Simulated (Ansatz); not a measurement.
Start from `CBN[SiH2]C` and change one atom or group to get `CBNCO`.

Ansatz, PBE0-D4/def2-TZVP geometries, multiplicity 1. Each molecule was computed in one conformer, which needn't be the lowest.

```csv
property,`CBN[SiH2]C`
LUMO energy (PBE/def2-TZVPP) / eV,-0.70
size of the dipole moment (B3LYP/def2-TZVPP) / D,1.02
HOMO energy (PBE/def2-TZVPP) / eV,-6.79
size of the dipole moment (ωB97M-V/def2-TZVPP) / D,1.01
LUMO energy (B3LYP/def2-TZVPP) / eV,0.05
HOMO energy (B3LYP/def2-TZVPP) / eV,-7.84
```

(1) What does the change do to each property? (An estimate is asked.)

Answers

(1) Computed: 
| property | `CBNCO` | shift |
| --- | --- | --- |
| LUMO energy (PBE/def2-TZVPP) / eV | -0.49 | 0.21 |
| size of the dipole moment (B3LYP/def2-TZVPP) / D | 0.56 | -0.46 |
| HOMO energy (PBE/def2-TZVPP) / eV | -6.48 | 0.31 |
| size of the dipole moment (ωB97M-V/def2-TZVPP) / D | 0.59 | -0.42 |
| LUMO energy (B3LYP/def2-TZVPP) / eV | 0.23 | 0.18 |
| HOMO energy (B3LYP/def2-TZVPP) / eV | -7.74 | 0.10 |

With PBE0 the HOMO rises by 0.09 eV and the LUMO rises by 0.20 eV, so the gap widens by about 0.11 eV. PBE moves the HOMO by 0.31 eV and ωB97M-V by -0.01 eV. Dipoles are sizes alone; their direction can turn.

B3LYP here is the variant with VWN-RPA as its local correlation; programs differ in this.
